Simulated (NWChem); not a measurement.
## Ionisation of CH₃Si

```
C
H 1 1.1031
H 1 1.1031 2 109.49
H 1 1.1114 2 106.36 3 -114.54
Si 1 1.8989 2 115.12 4 -113.92
```
Charge 0, spin multiplicity 2.

Everything below was run with NWChem. Structure: optimised with UPBE0/def2-SVP, a minimum by its harmonic frequencies.

Basis set: def2-TZVPD. The species with one electron less has spin multiplicity 1 and keeps the geometry of the parent. Δ marks differences of total energies (open shells unrestricted). −ε marks an orbital energy of the parent. That orbital need not have the symmetry of the hole or added electron in the Δ rows. That singlet is a closed-shell solution.

The correlated methods keep 6 core orbitals frozen. B3LYP has NWChem's definition, with VWN1-RPA local correlation. This spin state was chosen for the runs; another may lie lower. The structure started from a generated list of species. No SCF solution was tested for a lower state.

Q: One of these methods gave a first vertical ionisation energy of 4.61 eV. Which?
A) G0W0@PBE
B) −ε(alpha HOMO) of B3LYP
C) ΔB2PLYP
D) −ε(alpha HOMO) of BLYP

A: B, −ε(alpha HOMO) of B3LYP. The others give 6.68 (G0W0@PBE), 7.05 (ΔB2PLYP), 3.64 (−ε(alpha HOMO) of BLYP).
